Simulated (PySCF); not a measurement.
# Excitation energy of Cd²⁺ by level of theory

Cd²⁺ [Kr] 4d10 (1S) → Cd²⁺ [Kr] 4d9 5p1 (high-spin determinant), as a difference of total energies. Calculation: PySCF 2.14, in aug-cc-pwCVDZ-PP with ECP28MDF (6s6p5d3f, 70 functions); a scalar-relativistic core potential. Correlated levels: valence: 4s2 4p6 frozen; valence and next inner shell: nothing frozen outside the core potential. The calculations carry no spin-orbit coupling.

```tsv
method	excitation energy (cm⁻¹)
UHF	131410
LDA	133960
PBE	132310
PBE0	134070
r2SCAN	133110
BHandHLYP	134300
B2PLYP	135720
TPSSh	132750
wB97X	137970
MP2 (valence)	141060
SCS-MP2 (valence)	140740
MP2 (valence and next inner shell)	138200
SCS-MP2 (valence and next inner shell)	137750
```

The determinant of the upper state mixes LS terms, which raises its energy above the lowest term, most at the Hartree-Fock and MP2 levels.
